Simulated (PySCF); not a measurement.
O2Zr, triplet (typed; the unrestricted solution is spin-contaminated), at a GFN2-xTB geometry (such geometries of metal compounds can be far from the true shape) (the multiplicity is a formal guess) (core potentials on Zr). Base run: HF/def2-SV(P) (PySCF).

Input for PySCF:
```python
from pyscf import gto, scf

mol = gto.Mole()
mol.atom = '''
    Zr   -0.105789   -0.117202   -0.151975
    O     1.510247    0.523816   -0.665234
    O    -0.981303    0.062193    1.425111
'''
mol.basis = 'def2-sv(p)'
mol.ecp = {'Zr': 'def2-sv(p)'}
mol.charge = 0
mol.spin = 2
mol.verbose = 4
mol.build()

mf = scf.UHF(mol)
mf.kernel()
```

Each row names what was changed in the base input (with any setting that the change needs).

| change | basis functions | E (Eh) | HOMO (eV) | dipole (D) |
|---|---|---|---|---|
| base | 52 | -196.05506 | -7.21 | 3.47 |
| basis = ANO-RCC-VDZP; relativity = spin-free X2C; nucleus = Gaussian (with mol.nucmod = 'G'; without mol.ecp = {'Zr': 'def2-sv(p)'}) | 71 | -3746.02192 | -7.34 | 2.88 |
| basis = x2c-SVPall; relativity = spin-free X2C (without mol.ecp = {'Zr': 'def2-sv(p)'}) | 81 | -3745.65174 | -7.17 | 2.51 |
| basis = cc-pVTZ-DK; relativity = spin-free X2C; nucleus = Gaussian (with mol.nucmod = 'G'; without mol.ecp = {'Zr': 'def2-sv(p)'}) | 137 | -3746.03625 | -7.12 | 2.08 |
| basis = cc-pVTZ-DK; relativity = none (without mol.ecp = {'Zr': 'def2-sv(p)'}) | 137 | -3641.26704 | -6.71 | 2.17 |
| basis = x2c-SVPall; relativity = none (without mol.ecp = {'Zr': 'def2-sv(p)'}) | 81 | -3654.20882 | -6.81 | 3.12 |
| basis = ANO-RCC-VDZP; relativity = none (without mol.ecp = {'Zr': 'def2-sv(p)'}) | 71 | -3642.02306 | -7.26 | 5.11 |
| basis = x2c-SVPall; relativity = spin-free X2C; nucleus = Gaussian (with mol.nucmod = 'G'; without mol.ecp = {'Zr': 'def2-sv(p)'}) | 81 | -3745.61746 | -7.17 | 2.51 |
| basis = cc-pVTZ-DK; relativity = spin-free X2C (without mol.ecp = {'Zr': 'def2-sv(p)'}) | 137 | -3746.08457 | -7.13 | 2.09 |
| basis = ANO-RCC-VDZP; relativity = spin-free X2C (without mol.ecp = {'Zr': 'def2-sv(p)'}) | 71 | -3746.06628 | -7.34 | 2.88 |

Total energies compare only within one method and basis.

Open shells are given as the SCF converged; they aren't shown to be the lowest states, and a large step between rows can be another state.

Basis sets contracted for a relativistic Hamiltonian are a mismatch without it, so the rows without relativity aren't non-relativistic limits. No row has spin-orbit coupling; sets with core potentials leave out the core electrons.
